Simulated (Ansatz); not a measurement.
Stepwise reaction of `OB(O[SiH3])O[SiH3]` with hydrogen chloride, as a gas-phase model of exchange steps in deposition or etching. ΔE in kJ/mol.

Gas-phase electronic energies from Ansatz, PBE0-D4/def2-TZVP geometries. CCSD(T)/CBS is the MP2 limit (def2-TZVPP, def2-QZVPP) plus CCSD(T) − MP2 in def2-TZVPP, frozen cores. This one scheme is used for every species. DFT in def2-TZVPP. B3LYP here is the variant with VWN-RPA as its local correlation; programs differ in this. One conformer a species, not always the lowest.

| step | reaction | PBE-D4 | B3LYP-D4 | ωB97M-V | CCSD(T)/CBS |
| --- | --- | --- | --- | --- | --- |
| 1 | `OB(O[SiH3])O[SiH3]` + HCl → `OB(Cl)O[SiH3]` + `O[SiH3]` | 25.8 | 37.4 | 32.7 | 33.5 |
| 2 | `OB(Cl)O[SiH3]` + HCl → `OB(Cl)Cl` + `O[SiH3]` | 42.8 | 55.1 | 51.7 | 53.1 |

(1) By hand: ΔE of the 2 steps together at CCSD(T)/CBS.

Results:

(1) (33.5) + (53.1) = 86.6 kJ/mol, or 43.3 kJ/mol a step.

In ΔE each step is higher than the one before. All are uphill at CCSD(T)/CBS. PBE-D4 differs from CCSD(T)/CBS by -10.3 to -7.7 kJ/mol a step. Isolated molecules leave out the surface, adducts and barriers. Largest T1 diagnostic: 0.012.
